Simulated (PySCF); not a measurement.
A geometry optimisation, step by step.

(HAlNH)3 ring, Al₃H₆N₃.
Bonds: Al1–N3, Al1–N9, N3–Al4, Al4–N6, N6–Al7, Al7–N9. Hydrogens: H2 on Al1; H10 on N3; H5 on Al4; H11 on N6; H8 on Al7; H12 on N9.

Method: PBE0-D3(BJ)/def2-SVP geometry optimisation, gas phase (PySCF); density fitting, grid level 1; the optimiser is geomeTRIC in internal coordinates, started from a GFN2-xTB structure with every atom displaced at random (about 0.03 Å). The frame can shift and turn from step to step; on so coarse a grid that alone can change the energy by a few meV, and forces under 0.02 eV/Å are noise.

Step 0: E = -24339.3993 eV, largest atomic force 5.408 eV/Å
```
atom  x, y, z in Å  |  force x, y, z in eV/Å
Al1    -0.284   -1.690   -0.787   -3.165   2.007   0.868
H2     -0.648   -2.968   -1.473   -0.242  -1.296  -0.614
N3      1.288   -1.061   -0.525    3.425   0.972   0.680
Al4     1.833    0.535    0.278   -5.330  -0.772  -0.487
H5      3.165    0.948    0.499    3.113   0.838   0.463
N6      0.324    1.583    0.772    2.006  -1.331  -0.573
Al7    -1.358    1.079    0.512    0.134  -0.336  -0.147
H8     -2.493    2.007    0.916   -0.805   0.676   0.303
N9     -1.691   -0.499   -0.220    2.067  -1.494  -0.693
H10     2.110   -1.666   -0.755   -0.886   0.569   0.145
H11     0.501    2.457    1.250    0.055   0.240   0.081
H12    -2.631   -0.807   -0.417   -0.372  -0.072  -0.028
```

Step 1: E = -24340.1856 eV, largest atomic force 0.739 eV/Å
```
atom  x, y, z in Å  |  force x, y, z in eV/Å
Al1    -0.338   -1.630   -0.774   -0.581   0.125  -0.035
H2     -0.663   -3.007   -1.484    0.016  -0.061   0.009
N3      1.307   -1.022   -0.503    0.616   0.303   0.273
Al4     1.761    0.541    0.285   -0.524  -0.281  -0.180
H5      3.266    0.929    0.501    0.197   0.111   0.068
N6      0.344    1.544    0.754    0.314  -0.080   0.020
Al7    -1.367    1.075    0.510   -0.284   0.256   0.122
H8     -2.573    2.024    0.932    0.066   0.000   0.006
N9     -1.661   -0.516   -0.234    0.419  -0.459  -0.246
H10     2.106   -1.611   -0.735   -0.104  -0.052  -0.083
H11     0.540    2.425    1.224   -0.077   0.042  -0.021
H12    -2.607   -0.835   -0.425   -0.058   0.095   0.067
```

Step 2: E = -24340.2094 eV, largest atomic force 0.251 eV/Å
```
atom  x, y, z in Å  |  force x, y, z in eV/Å
Al1    -0.343   -1.624   -0.783   -0.020  -0.103  -0.090
H2     -0.661   -3.014   -1.481    0.014   0.003   0.019
N3      1.319   -1.029   -0.501    0.194   0.097   0.128
Al4     1.748    0.531    0.283   -0.063  -0.121  -0.083
H5      3.256    0.950    0.518    0.023   0.043   0.029
N6      0.342    1.538    0.752    0.038   0.035   0.058
Al7    -1.375    1.081    0.514   -0.114   0.116   0.056
H8     -2.575    2.030    0.942    0.035  -0.013   0.000
N9     -1.644   -0.518   -0.242    0.023  -0.080  -0.072
H10     2.108   -1.623   -0.745   -0.051  -0.053  -0.067
H11     0.535    2.424    1.213   -0.032   0.013  -0.024
H12    -2.595   -0.830   -0.421   -0.048   0.064   0.047
```

Step 3: E = -24340.2150 eV, largest atomic force 0.055 eV/Å
```
atom  x, y, z in Å  |  force x, y, z in eV/Å
Al1    -0.339   -1.626   -0.791    0.035  -0.022  -0.012
H2     -0.650   -3.022   -1.481    0.006   0.021   0.013
N3      1.331   -1.038   -0.498   -0.008   0.018   0.050
Al4     1.744    0.523    0.283    0.036   0.028   0.002
H5      3.248    0.973    0.534   -0.043  -0.009  -0.001
N6      0.339    1.533    0.753   -0.019   0.005   0.027
Al7    -1.383    1.085    0.518    0.013  -0.010  -0.007
H8     -2.577    2.035    0.952    0.001  -0.007   0.002
N9     -1.640   -0.515   -0.249    0.005  -0.019  -0.040
H10     2.110   -1.638   -0.758   -0.026  -0.029  -0.039
H11     0.529    2.425    1.204    0.011   0.003  -0.015
H12    -2.597   -0.818   -0.416   -0.011   0.022   0.021
```

Step 4: E = -24340.2160 eV, largest atomic force 0.045 eV/Å
```
atom  x, y, z in Å  |  force x, y, z in eV/Å
Al1    -0.337   -1.628   -0.793    0.029  -0.004   0.001
H2     -0.645   -3.024   -1.481    0.004   0.005   0.002
N3      1.331   -1.039   -0.493   -0.013   0.003   0.027
Al4     1.744    0.523    0.285    0.037   0.026   0.005
H5      3.243    0.981    0.539   -0.025  -0.014  -0.005
N6      0.338    1.533    0.755   -0.032  -0.001   0.015
Al7    -1.382    1.083    0.518    0.027  -0.017  -0.010
H8     -2.577    2.031    0.954   -0.009  -0.005   0.002
N9     -1.638   -0.516   -0.254   -0.016   0.009  -0.019
H10     2.106   -1.641   -0.763   -0.012  -0.011  -0.021
H11     0.528    2.428    1.202    0.011  -0.001  -0.009
H12    -2.597   -0.815   -0.417   -0.001   0.010   0.012
```

Step 5: E = -24340.2165 eV, largest atomic force 0.021 eV/Å
```
atom  x, y, z in Å  |  force x, y, z in eV/Å
Al1    -0.334   -1.627   -0.793   -0.002   0.008   0.006
H2     -0.633   -3.024   -1.481   -0.001  -0.007  -0.005
N3      1.332   -1.039   -0.487   -0.007  -0.005   0.005
Al4     1.744    0.525    0.289    0.012   0.010   0.003
H5      3.241    0.985    0.543    0.003  -0.003  -0.001
N6      0.337    1.533    0.759   -0.019  -0.007   0.000
Al7    -1.382    1.081    0.516    0.016  -0.008  -0.005
H8     -2.581    2.022    0.955   -0.005   0.000   0.001
N9     -1.638   -0.516   -0.261   -0.006   0.007  -0.007
H10     2.102   -1.642   -0.768    0.001   0.005  -0.001
H11     0.527    2.430    1.200    0.006   0.001   0.000
H12    -2.599   -0.811   -0.419    0.003  -0.003   0.002
```

Step 6: E = -24340.2166 eV, largest atomic force under 0.02 eV/Å
```
atom  x, y, z in Å  |  force x, y, z in eV/Å
Al1    -0.333   -1.627   -0.793   -0.005   0.004   0.002
H2     -0.631   -3.024   -1.482    0.000  -0.003  -0.003
N3      1.332   -1.037   -0.484   -0.001  -0.004   0.002
Al4     1.745    0.527    0.291   -0.002   0.002   0.001
H5      3.241    0.986    0.544    0.006   0.000   0.000
N6      0.336    1.533    0.760   -0.006  -0.003   0.000
Al7    -1.382    1.080    0.515    0.005  -0.001  -0.001
H8     -2.583    2.018    0.954   -0.002   0.000   0.000
N9     -1.638   -0.516   -0.264   -0.002   0.005  -0.004
H10     2.102   -1.640   -0.767    0.004   0.004   0.001
H11     0.526    2.430    1.200    0.001   0.000   0.001
H12    -2.599   -0.811   -0.422    0.001  -0.003   0.000
```

Problem. Summarise the path.

Solution. The energy falls by 18.85 kcal/mol from step 0 to step 6; nine tenths of that is first reached at step 1. It falls at every step. The largest force goes from 5.408 to under 0.02 eV/Å. Among the bonds Al4–H5 changes most, from 1.412 to 1.586 Å; the atoms move by 0.066 Å rms after alignment.

What follows is the cost of the whole optimisation. The run took 1.8 min wall on an AMD EPYC with one thread, no GPU, on a shared host, and the process peaked at 0.50 GiB of memory.
